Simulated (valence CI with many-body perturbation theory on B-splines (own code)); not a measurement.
**Rh⁴⁺: calculated level list**

Level of theory: configuration interaction combined with many-body perturbation theory (CI+MBPT): five valence electrons over a frozen Dirac-Fock core [Kr], radial functions for each j: 7 s, 7 p, 8 d, 6 f, 4 g, 1 h, with the one-electron correlation potential Σ1, the two-electron term Σ2, the three-electron term Σ3, Breit, model QED; selected CI, second order for the rest, scaled by the run's own slope (own B-spline code, finite nucleus).

No measured levels were compared; by estimate terms of the open shell hold to 2 to 4 % of their energy, and close levels can change places; different configurations can be misplaced against each other by 1,000 to 8,000 cm⁻¹. Among the levels kept, up to 870 cm⁻¹ of a level comes from second order outside the variational space, and about a tenth of that is noise between levels of different J, which matters for small intervals. Only levels of the ground parity were solved; by the run's estimate the other parity begins above the list, which can be wrong where configurations are misplaced.

Levels 1 to 31 of 31, with energies above the lowest level, 4d⁵ ⁶S_5/2. "Leading %" is the weight of the configuration and term that name the level; weights of strongly mixed levels are sums over their largest components and can fall short, so below about 35 % the name and the second component can differ from the true leading terms, or belong to a minority configuration. Lifetimes count E1, E2, E3, M1 and M2 decay at the calculated energies, and are blank where another channel may lead or the interval is too uncertain; long ones can be off by a factor of two.

```tsv
No.	Configuration	Term	J	E (cm⁻¹)	Leading %	Second component	Lifetime	g
1	4d⁵	⁶S	5/2	0.0	98			1.996
2	4d⁵	⁴G	5/2	25020	92	4 % 4d⁵ ²F	12.6 s	0.597
3	4d⁵	⁴G	7/2	25415	96		330 s	0.991
4	4d⁵	⁴G	11/2	25562	97			1.269
5	4d⁵	⁴G	9/2	25653	97		1590 s	1.172
6	4d⁵	⁴P	5/2	28115	53	38 % 4d⁵ ⁴D	126 ms	1.473
7	4d⁵	⁴P	3/2	28764	56	41 % 4d⁵ ⁴D	187 ms	1.496
8	4d⁵	⁴P	1/2	29725	68	29 % 4d⁵ ⁴D	20.2 s	1.871
9	4d⁵	⁴D	7/2	31099	94		2.05 s	1.417
10	4d⁵	⁴D	1/2	32322	69	29 % 4d⁵ ⁴P	1.38 s	0.790
11	4d⁵	⁴D	5/2	32931	57	35 % 4d⁵ ⁴P	179 ms	1.440
12	4d⁵	⁴D	3/2	33045	56	41 % 4d⁵ ⁴P	230 ms	1.411
13	4d⁵	²I	11/2	36367	92	7 % 4d⁵ ²H	2.09 s	0.935
14	4d⁵	²I	13/2	37138	99		38.2 s	1.077
15	4d⁵	²D	5/2	40071	46	36 % 4d⁵ ²F	91.0 ms	1.072
16	4d⁵	²D	3/2	41053	54	43 % 4d⁵ ⁴F	233 ms	0.634
17	4d⁵	⁴F	7/2	41879	53	33 % 4d⁵ ²F	810 ms	1.163
18	4d⁵	⁴F	9/2	41943	66	27 % 4d⁵ ²G	449 ms	1.251
19	4d⁵	⁴F	5/2	42986	80	15 % 4d⁵ ²F	381 ms	1.013
20	4d⁵	²F	7/2	44248	57	32 % 4d⁵ ⁴F	111 ms	1.169
21	4d⁵	⁴F	3/2	44662	54	43 % 4d⁵ ²D	230 ms	0.590
22	4d⁵	²H	9/2	44968	56	23 % 4d⁵ ⁴F	205 ms	1.048
23	4d⁵	²G	7/2	46616	81	16 % 4d⁵ ²F	662 ms	0.935
24	4d⁵	²H	11/2	47246	90	7 % 4d⁵ ²I		1.081
25	4d⁵	²F	5/2	47409	57	38 % 4d⁵ ²D	104 ms	1.003
26	4d⁵	²G	9/2	48545	52	37 % 4d⁵ ²H	337 ms	1.055
27	4d⁵	²F	5/2	49820	81	9 % 4d⁵ ²D	210 ms	0.902
28	4d⁵	²F	7/2	49989	87	9 % 4d⁵ ⁴F	417 ms	1.146
29	4d⁵	²S	1/2	54252	96		137 ms	1.996
30	4d⁵	²D	3/2	60805	98		94.1 ms	0.801
31	4d⁵	²D	5/2	61427	94		71.6 ms	1.189
```

Names give the largest LS component (configuration and term), which can be under half, so a name can repeat, a term be missing and a line seem to break the LS rules; names also repeat where a configuration has a term twice.

The ionisation energy to 4d⁴ ⁵D0 of the next ion comes out as 63.548 eV (NIST: 63 ± 1.9 eV (theoretical)). All 31 levels together are meant to be complete up to 63501 cm⁻¹.
